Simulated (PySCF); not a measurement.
Harmonic spectrum computed at PBE0 in the def2-TZVP basis family (core potentials from Rb on, PySCF, no spin–orbit coupling):

```json
{"symmetry": "πu", "ω (cm⁻¹)": "457", "IR (km/mol, summed over degenerate members)": "281"}
{"symmetry": "σg+", "ω (cm⁻¹)": "1038", "IR (km/mol, summed over degenerate members)": "0.0"}
{"symmetry": "σu+", "ω (cm⁻¹)": "2087", "IR (km/mol, summed over degenerate members)": "455"}
```

Which molecule gave it? In each, all ligands are bound to the one heavy central atom.
A. BrF₂⁺ (singlet)
B. BF₂⁺ (singlet)
C. YF₂⁺ (singlet)
D. ScF₂⁺ (singlet)

B. It has D∞h symmetry with B–F 1.226 Å (×2).
